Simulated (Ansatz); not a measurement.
Input file for Ansatz (a program for electronic structure): R-wB97M-V/def2-TZVPP on CH4SSi (SMILES C[Si]S), a point of a torsion scan.

Ansatz 0.2 input:
```yaml
crystal:
  periodic: [false, false, false]
  atoms:
    - {symbol: C, position_ang: [-0.89696534, -0.15825828, -0.01816427]}
    - {symbol: Si, position_ang: [0.06394266, 1.47925584, -0.30763380]}
    - {symbol: S, position_ang: [1.80569918, 0.77479126, -1.44014057]}
    - {symbol: H, position_ang: [-0.43126629, -1.05150469, -0.43759382]}
    - {symbol: H, position_ang: [-1.89661480, -0.07622022, -0.44287057]}
    - {symbol: H, position_ang: [-1.02510119, -0.32339207, 1.05082559]}
    - {symbol: H, position_ang: [1.54777508, -0.52634993, -1.50447989]}
basis:
  gaussian:
    orbitals: def2-TZVPP
hamiltonian:
  xc: {name: wB97M-V}
scf: {lower_state_search: off}
```

Q: What total energy does the run end on?

A: -728.1585 hartree.

Q: How many basis functions does it have, and what does it roughly cost on one machine?

A: 171 functions; very roughly 7 core-seconds.
